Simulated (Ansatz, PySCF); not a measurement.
Torsion H3–B1–P2–H5 in BH4P (SMILES BP); at each angle all else is relaxed with GFN2-xTB, and the levels are single points there.
Geometry at 150° (charge 0, multiplicity 1):
```xyz
6

B     -0.88160     0.01944    -0.01711
P      0.89738     0.02905    -0.48501
H     -1.56628     0.90518    -0.35355
H     -1.35408    -0.94919     0.43539
H      1.51759    -0.64893     0.54246
H      1.32812     1.29219    -0.14372
```

On the grid 0° to 330°, 240° is the highest and 150° the lowest point at MP2/CBS(cc-pV(T+d)Z, cc-pV(Q+d)Z) + ΔCCSD(T)/cc-pV(T+d)Z.

Correlated levels freeze the cores. CBS(a, b) extrapolates the correlation energy as X⁻³ and adds the Hartree–Fock energy of set b.

Run with Ansatz (Gaussian basis) for Hartree–Fock, density functionals and correlated methods; PySCF for the dispersion terms. Each number belongs to the level named beside it.

PBE/def2-TZVPP gives 46.3 kJ/mol for the energy at 240° less that at 150°.

Task: Predict the shift from PBE, with its sign, for: PBE-D3(BJ)/def2-TZVPP, r2SCAN/def2-TZVPP, B3LYP/def2-TZVPP, wB97M-V/def2-TZVPP, MP2/CBS(cc-pV(T+d)Z, cc-pV(Q+d)Z), MP2/CBS(cc-pV(T+d)Z, cc-pV(Q+d)Z) + ΔCCSD(T)/cc-pV(T+d)Z.

Result: PBE-D3(BJ)/def2-TZVPP 0.0; r2SCAN/def2-TZVPP 0.2; B3LYP/def2-TZVPP -3.0; wB97M-V/def2-TZVPP -6.5; MP2/CBS(cc-pV(T+d)Z, cc-pV(Q+d)Z) -5.1; MP2/CBS(cc-pV(T+d)Z, cc-pV(Q+d)Z) + ΔCCSD(T)/cc-pV(T+d)Z -6.1 kJ/mol. 1 of 6 lie above PBE; the widest gap is to wB97M-V/def2-TZVPP.

Ansatz is a quantum-chemistry and plane-wave program.
